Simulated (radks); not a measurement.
Results of a calculation; reference values are marked as such.
Ionisation of the tin ion Sn+, [Kr] 4d10 5s2 5p1, to Sn2+, [Kr] 4d10 5s2, under several functionals. Dirac Kohn-Sham, spin-unpolarised, spherical densities, point nucleus; open shells fill j = l - 1/2 first; a radial shooting solver on a logarithmic mesh with Libxc functionals.

functional                                        E(Sn+) (hartree)  Exc (hartree)  IE (eV)  -e(HOMO) (eV)  <r> HOMO (bohr)  IE error (eV)
B86b exchange with PBE correlation                     -6179.47191     -165.74612   14.379         10.586            2.833         -0.254
RPBE                                                   -6179.09255     -165.36353   14.228         10.461            2.854         -0.405
LDA (Slater exchange, Perdew-Zunger correlation)       -6173.41554     -159.60787   14.678         10.842            2.809         +0.045
exchange-only B88                                      -6176.88885     -163.12472   13.609          9.814            2.881         -1.024
XLYP                                                   -6179.94395     -166.21444   14.409         10.555            2.854         -0.224
BLYP                                                   -6179.39515     -165.65882   14.378         10.530            2.845         -0.255
AM05                                                   -6173.65544     -159.85589   14.331         10.542            2.820         -0.302

NIST Atomic Spectra Database: 14.633 eV (measured). Closest: LDA (Slater exchange, Perdew-Zunger correlation). The Delta-SCF values span 1.07 eV, the total energies 6.53 hartree. The highest occupied level is 5p1/2. Spin polarisation and multiplet splitting are left out, so open shells lie too high by an amount that depends on their filling.

Beside tabulated values, note that spin-unpolarised runs miss the spin-polarisation part of the exchange energy of open shells.
